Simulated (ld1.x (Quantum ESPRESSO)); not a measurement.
# copper (Cu), TM semilocal: configuration errors across variants

* Element: copper
* Generator: ld1.x (Quantum ESPRESSO) 7.5
* Type: norm-conserving Troullier–Martins (semilocal form)
* Functional: PBE
* Relativity: scalar-relativistic
* Frozen core: [Ar]
* Valence charge: 11
* Reference configuration: 3d10 4s0.5 4p0.5
* Partial waves: 4s (bound): rc 2.05 bohr; 4p (bound): rc 2.50 bohr; 3d (bound): rc 1.25 bohr
* Local potential: the d channel
* Core correction: none

All-electron excitation energies from the reference (eV): (1) 3d10 4s1 4p0 -2.009; (2) 3d10 4s0 4p0 6.139; (3) 3d9 4s0 4p0 27.471; (4) 3d7 4s0 4p0 126.200; (5) 3d9 4s1 4p1 4.801; (6) 3d9 4s2 4p0 -0.039; (7) 3d10 4s0.5 4p0 1.153.

A semilocal file is local in each channel, so a ghost entry of none says nothing of the separable form that plane-wave codes build from it.

Errors AE − PS in meV (a dash: test not solved or not reliable):

```tsv
change	(1)	(2)	(3)	(4)	(5)	(6)	(7)	bound ghosts
base	+0.6	+1.9	+14	-1129	-105	-120	0.0	none
all radii scaled by about 0.76 (s 1.56, p 1.90, d 0.96 bohr)	+0.9	+2.8	+31	-934	-67	-76	0.0	none
all radii scaled by about 0.87 (s 1.78, p 2.18, d 1.08 bohr)	+0.5	+1.7	+33	-978	-92	-110	+0.1	none
all radii scaled by about 0.94 (s 1.94, p 2.36, d 1.18 bohr)	+0.5	+1.6	+26	-1045	-100	-118	0.0	none
all radii scaled by about 1.10 (s 2.26, p 2.76, d 1.38 bohr)	+0.9	+3.0	-11	-1255	-106	-111	0.0	none
all radii scaled by about 1.30 (s 2.66, p 3.26, d 1.62 bohr)	+1.6	+5.4	-83	-1407	-76	-43	0.0	none
all radii scaled by about 1.35 (s 2.78, p 3.38, d 1.68 bohr)	+1.6	+5.7	-105	-1433	-61	-13	+0.1	none
```

(1) Give the same row for: all radii scaled by about 1.21 (s 2.48, p 3.02, d 1.52 bohr).

Answers

(1) +1.4, +4.3, -43, -1354, -93, -81, 0.0; bound ghosts: none.
